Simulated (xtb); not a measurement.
Harmonic IR lines of one isomer of C$_{5}$H$_{6}$, unscaled. Computed with xtb with GFN2-xTB.

wavenumber (cm⁻¹): 398 (vw), 620 (w), 640 (m), 670 (m), 892 (m), 903 (w), 940 (w), 1015 (w), 1021 (m), 1100 (w), 1175 (w), 1299 (w), 1415 (w), 1434 (w), 1718 (m), 2296 (m), 2923 (s), 2961 (s), 3061 (s), 3095 (s), 3124 (vs), 3398 (w)

**Question.** Say which structure gives these lines.
A. `C#C/C=C\C`
B. `C#C/C=C/C`
C. `C#CCC=C`

**Answer.** C, `C#CCC=C`
